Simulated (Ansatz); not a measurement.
C3H5Al can be A, `C=[C]1[CH2][AlH]1`, or B, `C#[C][AlH][CH3]`.

Computed with Ansatz on PBE0-D4/def2-TZVP structures; ΔE is electronic, products minus reactants. CCSD(T)/CBS adds triple-zeta CCSD(T) − MP2 to the extrapolated MP2 energy (def2 sets, frozen cores). This one scheme is used for every species. Functionals use def2-TZVPP.

**Question.** Which isomer does CCSD(T)/CBS put lower? Give the gap. (Best estimate.)

**Answer.** Computed: B, by 133.9 kJ/mol.

**Question.** Give E(B) − E(A) in kJ/mol with B2PLYP, PBE0-D4, ωB97M-V, r2SCAN-D4, CCSD/def2-TZVPP, LDA (SPW92), CCSD(T)/def2-TZVPP. (Estimate.)

**Answer.** The calculation gave: B2PLYP -135.5, PBE0-D4 -103.0, ωB97M-V -126.2, r2SCAN-D4 -112.9, CCSD/def2-TZVPP -138.4, LDA (SPW92) -72.0, CCSD(T)/def2-TZVPP -134.2. None reverses the order clearly.

Largest T1 diagnostic: 0.012.

The D4 term adds +3.4 kJ/mol with B3LYP and +1.6 kJ/mol with PBE0; it sums over pairs of atoms, weighted by their polarisabilities, and B3LYP, whose exchange is more repulsive, gets the larger term. From PBE to PBE0 (25 % exact exchange), in def2-TZVPP and without D4, E(B) − E(A) moves by −5.6 kJ/mol.

B3LYP here is the variant with VWN-RPA as its local correlation; programs differ in this.
